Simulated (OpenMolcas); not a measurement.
Lines of Ge: computed and rescaled rates

```yaml
Program: OpenMolcas
Method: "SS-CASPT2, IPEA 0.25 Eh, imaginary shift 0.1 Eh (closed shells correlated: 3d)"
Basis: ANO-RCC-VTZP [6s5p3d1f]
Scalar_Hamiltonian: DKH2, point nucleus
Active_space: 4 electrons in 4 orbitals (4s 4p)
State_averaging: 2S+1 = 3 even, 6 roots (3 in the spin-orbit step); 2S+1 = 1 even, 6 roots kept (CI in the orbitals of an earlier block); 2S+1 = 5 odd, 1 root; 2S+1 = 3 odd, 5 roots kept (CI in the orbitals of an earlier block)
Spin-orbit_coupling: RASSI with atomic mean-field integrals over the reference wave functions, term energies averaged over their components
```

Rates come from the transition moments of the reference wave functions (E1 and E2 in the length form). At fixed line strength A goes as λ^-3 for E1 and M1 and as λ^-5 for E2, so a rate at the computed wavelength can be rescaled to the measured one. Measured vacuum wavelengths follow from level energies in NIST Handbook of Basic Atomic Spectroscopic Data. Branching counts decays inside the model space alone, at computed energies, and the table is only a selection of the E2 and M1 lines, drawn from those between levels with measured partners whose computed energy lies within a factor of 1.5 of the measured one.

```
      Upper        Lower  Type  λ computed (nm)  λ measured (nm)  A computed (s-1)  A rescaled (s-1)  Branching %
4s2 4p2 1S0  4s2 4p2 3P1    M1            582.2            632.5          1.35e+00                           53.8
4s2 4p2 1S0  4s2 4p2 1D2    E2             1057             1082          1.11e+00          9.88e-01         44.2
4s2 4p2 1D2  4s2 4p2 3P2    M1             1447             1750          1.03e-01                           67.4
4s2 4p2 1S0  4s2 4p2 3P2    E2            610.8            668.6          4.98e-02                            2.0
4s2 4p2 1D2  4s2 4p2 3P1    M1             1297             1522          4.81e-02                           31.5
4s2 4p2 3P2  4s2 4p2 3P1    M1            12460            11730          6.95e-03          8.33e-03        100.0
4s2 4p2 3P1  4s2 4p2 3P0    M1            19420            17950          2.46e-03          3.12e-03        100.0
4s2 4p2 1D2  4s2 4p2 3P2    E2             1447             1750          1.34e-03                            0.9
```

Spin-changing lines and M1 lines between different terms are not rescaled, since their strength hangs on the term gaps too.

The largest correction is for 4s2 4p2 3P1 → 4s2 4p2 3P0 (M1): 2.46e-03 × (19420 / 17950)^3 = 3.12e-03 s-1, a factor of 1.27.

The computed rate and branching of 4s2 4p2 3P1 → 4s2 4p2 3P0 give the upper level a radiative lifetime of 1.000 / 2.46e-03 s-1 = 4.07e+02 s, counting decays inside the model space alone. The rescaled rate gives about 3.2e+02 s.

No measured rate stands beside these. Rescaling mends the energy factor alone: line strengths can still be far off where a level mixes with configurations outside the active space, and weak or spin-changing lines hang on small mixing coefficients that depend on the term gaps too, so rescaling need not improve them.

Over all roots computed the reference weight is 0.89 to 0.96; the roots of lowest weight are the least certain, and an intruder state may touch them. Some high roots are left out of the spin-orbit mixing, which shifts the levels that they would mix with. Terms from blocks run as CI alone lack orbitals of their own. Some terms miss by over 15 % even with CASPT2, which points to a basis or an active space too small for the shells correlated. Measured partners are found by configuration, term and J. A level has none where our copy of the source lacks it or the pairing is in doubt (some pairs that miss far off the trend of their configuration count as doubtful). Only configurations of the active space appear.
